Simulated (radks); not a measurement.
Ionisation of neutral barium, [Xe] 6s2, to [Xe] 6s1 as the strength of local exchange is varied. Method: scalar-relativistic Kohn-Sham, Slater X-alpha exchange (alpha = 2/3 is LDA exchange), no correlation, spin-polarised, spherical densities, finite nucleus; Fermi nuclear charge, rms radius 4.8378 fm; computed with a radial shooting solver on a logarithmic mesh with Libxc functionals.

| alpha | E(Ba) (hartree) | exchange (hartree) | IE (eV) | -e of the level emptied (eV) | <r> of it (bohr) |
|---|---|---|---|---|---|
| 0.667 | -8123.6898 | -185.8174 | 4.396 | 2.582 (6s) | 4.879 |
| 0.668 | -8123.9692 | -186.1020 | 4.400 | 2.586 (6s) | 4.877 |
| 0.698 | -8132.3553 | -194.6470 | 4.516 | 2.706 (6s) | 4.827 |
| 1.006 | -8218.9196 | -283.3033 | 5.796 | 4.056 (6s) | 4.382 |
| 1.046 | -8230.2241 | -294.9411 | 5.974 | 4.247 (6s) | 4.332 |

NIST Atomic Spectra Database: 5.212 eV (measured). The Delta-SCF value meets it near alpha = 0.87.
